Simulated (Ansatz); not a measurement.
Ansatz (a first-principles code) input (CCSD(T)/aug-cc-pV(D+d)Z):
A basis named .json is the Basis Set Exchange file of that set.

Ansatz 0.2 input:
```yaml
crystal:
  periodic: [false, false, false]
  atoms:
    - {symbol: Si, position_ang: [0.00072632, -0.00029779, -0.01695534]}
    - {symbol: F, position_ang: [-0.06775515, 0.02777937, 1.58169715]}
    - {symbol: O, position_ang: [-0.79227925, 1.28866523, -0.60390241]}
    - {symbol: O, position_ang: [1.55523161, 0.04905840, -0.48157087]}
    - {symbol: O, position_ang: [-0.69276481, -1.36650028, -0.55300679]}
    - {symbol: H, position_ang: [-0.50099313, 2.16952486, -0.35688671]}
    - {symbol: H, position_ang: [2.15183597, -0.64594437, -0.19379937]}
    - {symbol: H, position_ang: [-1.61271539, -1.53921261, -0.33937293]}
basis:
  gaussian:
    orbitals: aug-cc-pV_D+d_Z.json
magnetization: {spin_polarized: false}
correlation: {method: ccsd_t, electrons: outside_noble_gas}
output: {forces: true}
```

End of the output:

```
mean field evaluation 8: about -16735.0401 eV, gradient 2.1e-1 eV
mean field evaluation 16: about -16729.3118 eV, gradient 5.7e1 eV
mean field -16735.04021349 eV, -615.0013844281 hartree, gradient 1.8e-6 eV, S^2 0.000000; 0 other end points of the search recorded, 0 dependent functions left out
9 core orbitals not correlated
reference -16735.04021349 eV, -615.0013844281 hartree; 16, 16 occupied and 126, 126 virtual orbitals, 1463 factors
densities: 5.60 GiB planned
second order -24.55670460 eV of doubles, -0.00000000 eV of singles
coupled cluster: 2.19 GiB planned
cycle   1  -24.35532789 eV  change    2.0e-1 eV  update   1.1e-1
cycle   2  -24.85506124 eV  change   -5.0e-1 eV  update   2.9e-2
cycle   3  -24.98416173 eV  change   -1.3e-1 eV  update   1.5e-2
cycle   4  -24.97385447 eV  change    1.0e-2 eV  update   2.5e-3
cycle   5  -24.97117379 eV  change    2.7e-3 eV  update   1.0e-3
cycle   6  -24.97187013 eV  change   -7.0e-4 eV  update   2.8e-4
cycle   7  -24.97187647 eV  change   -6.3e-6 eV  update   9.7e-5
cycle   8  -24.97178897 eV  change    8.8e-5 eV  update   3.1e-5
cycle   9  -24.97177434 eV  change    1.5e-5 eV  update   1.0e-5
perturbative correction -0.66522408 eV, -0.0244465339 hartree
the calculation of the forces begins
0.87 GiB of device memory are held for the factors and their scratch space
Total energy: -16760.67721191 eV, -615.9435267426 hartree
Atom 0 at     0.000726    -0.000298    -0.016955 Å, force    -0.002815     0.001154     0.065706 eV/Å
Atom 1 at    -0.067755     0.027779     1.581697 Å, force    -0.034395     0.014102     0.802939 eV/Å
Atom 2 at    -0.792279     1.288665    -0.603902 Å, force    -0.456817     0.450357    -0.387482 eV/Å
Atom 3 at     1.555232     0.049058    -0.481571 Å, force     0.646983     0.174910    -0.335361 eV/Å
Atom 4 at    -0.692765    -1.366500    -0.553007 Å, force    -0.143999    -0.644194    -0.354858 eV/Å
Atom 5 at    -0.500993     2.169525    -0.356887 Å, force     0.077694     0.127953     0.070916 eV/Å
Atom 6 at     2.151836    -0.645944    -0.193799 Å, force     0.066290    -0.131982     0.074992 eV/Å
Atom 7 at    -1.612715    -1.539213    -0.339373 Å, force    -0.152939     0.007700     0.063148 eV/Å
Dipole moment:    -0.003974     0.001629     0.092768 e Å
```
